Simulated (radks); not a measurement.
Computed order of ionisation of ruthenium. At each step one electron was removed from each of the four highest sub-shells of the ion before, moves of one valence electron (up to charge 6) and the configuration listed by NIST were tried, and the lowest configuration was kept. Level of theory: scalar-relativistic Kohn-Sham, PBE, spin-polarised, spherical densities, finite nucleus; Fermi nuclear charge, rms radius of each element as measured or else 0.836 A^(1/3) + 0.57 fm (a radial shooting solver on a logarithmic mesh with Libxc functionals). Open shells are filled with parallel spins first.

species  lowest configuration found  NIST configuration  margin to the next tried (eV)  IE (eV)  NIST IE (eV)       kind
Ru                     [Kr] 4d7 5s1                same                          0.988    7.778         7.361       exp.
Ru+                        [Kr] 4d7                same                          0.666   16.717          16.8  semi-emp.
Ru2+                       [Kr] 4d6                same                          2.897   28.429        28.470  semi-emp.
Ru3+                       [Kr] 4d5                same                         10.214   46.028            45     theory
Ru4+                       [Kr] 4d4                same                         14.102   60.994            59     theory
Ru5+                       [Kr] 4d3                same                         18.231   76.907            76     theory
Ru6+                       [Kr] 4d2                same                         22.548   93.650            93     theory
Ru7+                       [Kr] 4d1                same                         45.650   111.12           110     theory
Ru8+                           [Kr]                same                         47.848   179.46        178.41  semi-emp.
Ru9+              [Ar] 3d10 4s2 4p5                same                         33.060   200.17           198     theory
Ru10+             [Ar] 3d10 4s2 4p4                same                         33.644   220.97           220     theory
Ru11+             [Ar] 3d10 4s2 4p3                same                         34.235   248.78           245     theory
Ru12+             [Ar] 3d10 4s2 4p2                same                         27.963   271.19           271     theory
Ru13+             [Ar] 3d10 4s2 4p1                same                         30.268   293.58         295.9  semi-emp.

Reference values: NIST Atomic Spectra Database (exp. = measured, semi-emp. = semi-empirical, theory = theoretical value adopted there). Open shells are spherical and high-spin; term and fine-structure splittings are not resolved.
